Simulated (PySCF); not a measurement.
C₆H₁₅O (cation, charge +1), SMILES CC(C)CC(C)[OH2+] (GFN2-xTB optimised geometry):

```
22

C     -1.056     1.929     1.231
C     -1.403     1.081     0.000
C     -1.105     1.858    -1.280
C     -0.739    -0.309     0.000
C      0.779    -0.309     0.000
C      1.397    -1.661    -0.272
O      1.182     0.077     1.400
H     -1.159     1.364     2.158
H     -0.076     2.409     1.142
H     -1.764     2.752     1.301
H     -2.480     0.890     0.028
H     -0.063     2.163    -1.344
H     -1.711     2.759    -1.314
H     -1.344     1.263    -2.157
H     -1.070    -0.840    -0.892
H     -1.084    -0.886     0.861
H      1.176     0.447    -0.683
H      1.001    -2.409     0.410
H      1.166    -1.968    -1.287
H      2.480    -1.628    -0.175
H      2.146     0.222     1.470
H      0.642     0.885     1.635
```

Level of theory: PySCF with B3LYP/def2-SVP.

What are the frontier orbital energies?

HOMO-2 -13.35 eV, HOMO-1 -13.30 eV, HOMO -13.07 eV, LUMO -4.96 eV, LUMO+1 -2.93 eV.

On the same geometry PBE/def2-SVP run with PySCF 2.14.0 gives HOMO-2 -12.17 eV, HOMO-1 -12.10 eV, HOMO -11.86 eV, LUMO -5.58 eV, LUMO+1 -3.77 eV.

Meta-Löwdin charges at B3LYP/def2-SVP: C1 -0.32, C2 -0.04, C3 -0.29, C4 -0.19, C5 0.15, C6 -0.30, O7 -0.29, H8 0.10, H9 0.08, H10 0.14, H11 0.11, H12 0.08, H13 0.12, H14 0.11, H15 0.13, H16 0.11, H17 0.12, H18 0.13, H19 0.14, H20 0.11, H21 0.39, H22 0.38.
